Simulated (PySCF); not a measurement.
H9Si4, SMILES [SiH2]([SiH3])[SiH2][SiH2], multiplicity 2.

Geometry optimised at ωB97X-D3(BJ)/def2-SVP. The isomer is the one that the SMILES or the coordinates give; other isomers of the formula were not compared. One conformer was computed; it need not be the lowest.

Two levels are set side by side: PBE/def2-TZVP (PySCF) and r2SCAN/def2-TZVP (PySCF). Same geometry, gas phase. Differences are taken from unrounded values.

```tsv
quantity	r2SCAN	PBE	PBE minus r2SCAN
α-spin orbital gap (eV)	4.57	4.01	-0.56
β-spin orbital gap (eV)	3.89	3.27	-0.63
dipole moment (D)	0.14	0.19	0.05
mean polarisability (bohr³)	130.3	135.2	4.9
```

Rough cost on one machine, each run with all the roots and properties that it gave: r2SCAN against PBE about 3 times.
